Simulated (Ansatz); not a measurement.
Basis-set extrapolation for C₂H₉FSi₂ (`CC([SiH3])[SiH2]F`) (PBE0-D4/def2-TZVP geometry, frozen core, Ansatz 0.2.0). Multiplicity 1, RHF reference.

```json
{"": "HF", "def2-TZVPP": "-758.447684", "def2-QZVPP": "-758.474723"}
{"": "MP2 correlation", "def2-TZVPP": "-0.857554", "def2-QZVPP": "-0.922747"}
{"": "CCSD(T) correlation", "def2-TZVPP": "-0.948057", "def2-QZVPP": "not run"}
```

Energies in hartree. Use E(X) = E(∞) + A·exp(−7.88·√X) for Hartree–Fock and E(X) = E(∞) + B·X^(−2.97) for correlation, with X = 3 and 4, and add CCSD(T) minus MP2 of the smaller set to the MP2 limit.

**Question.** What is the CCSD(T) energy at the basis-set limit?

**Answer.** HF limit: -758.474723 + (-0.027039) × 0.13774 = -758.47845. MP2 limit: -0.922747 + (-0.065193) × 0.74074 = -0.97104. Higher-order term: -0.948057 − (-0.857554) = -0.09050. Total: -759.53999 hartree, 3.93 eV below CCSD(T)/def2-TZVPP.
